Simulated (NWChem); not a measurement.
# P2H cation; SMILES P#[PH+]

Task: Give the equilibrium geometry at PBE-D3(BJ)/def2-SVP (NWChem) as a list of bonds and angles, with the point group.

Result: point group C*v; any orientation.
Bonds (Å): P1–P2 1.899, P2–H3 1.437. Bond angles (°): P1–P2–H3 180.0.
